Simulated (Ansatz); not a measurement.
Ansatz (a first-principles code) input:

Ansatz 0.2 input:
```yaml
crystal:
  periodic: [false, false, false]
  atoms:
    - {symbol: C, position_ang: [1.60391120, 0.16073343, 0.18610066]}
    - {symbol: C, position_ang: [0.41228043, -0.75592777, -0.11930399]}
    - {symbol: C, position_ang: [-0.88188314, -0.28173727, 0.50118615]}
    - {symbol: F, position_ang: [-1.31338605, 0.85857434, -0.39198877]}
    - {symbol: H, position_ang: [1.40617566, 1.16159398, -0.20643080]}
    - {symbol: H, position_ang: [1.73055133, 0.25306476, 1.26917995]}
    - {symbol: H, position_ang: [2.54163953, -0.20225055, -0.25993284]}
    - {symbol: H, position_ang: [0.36727516, -0.87762778, -1.22897383]}
    - {symbol: H, position_ang: [0.61502520, -1.75524129, 0.29544465]}
    - {symbol: H, position_ang: [-1.64604341, -1.04511844, 0.25071497]}
basis:
  gaussian:
    orbitals: def2-TZVP
hamiltonian:
  xc: b3lyp
  dispersion: d3bj
total_charge: -1
phonons: {temperatures: {t_min: 298.15, t_max: 298.15, t_step: 100}}
```

Problem. What final total energy does it print?

Solution. -217.81259 Eh (B3LYP-D3(BJ)/def2-TZVP). The basis has 160 functions. The run takes about 5 core-minutes (a rough figure).

It need not be the lowest isomer of its formula. Whether it binds its extra electron was not tested at this geometry.
